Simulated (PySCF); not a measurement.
C2H3ClSi, SMILES `C#C[SiH2]Cl`, neutral singlet in the gas phase. 

Cartesian coordinates (Å):
```xyz
7

C      1.9717    -0.1877    -0.1770
C      0.7771    -0.1027    -0.0385
Si    -1.0205     0.0112     0.1852
Cl    -1.7946     1.3673    -1.1422
H      3.0281    -0.2607    -0.3020
H     -1.6392    -1.3045    -0.0805
H     -1.3227     0.4771     1.5550
```
Charge 0, multiplicity 1.

All levels are single points at this geometry (PBE0-D4/def2-TZVP); Pople sets use spherical d functions. Orbital energies aren't observables, and empty levels follow the basis.

SVWN5/6-31G* in PySCF gives HOMO (eV) = -7.20.

Estimate the HOMO (eV) from each of these levels: PBE-D3(BJ)/def2-TZVP in PySCF; PBE0-D4/def2-TZVP in PySCF; B3LYP/LANL2DZ in PySCF; BP86/6-31G* in PySCF; M06-2X/6-31G* in PySCF.


```csv
level,HOMO (eV)
PBE-D3(BJ)/def2-TZVP in PySCF,-7.31
PBE0-D4/def2-TZVP in PySCF,-8.55
B3LYP/LANL2DZ in PySCF,-8.35
BP86/6-31G* in PySCF,-7.18
M06-2X/6-31G* in PySCF,-9.62
```
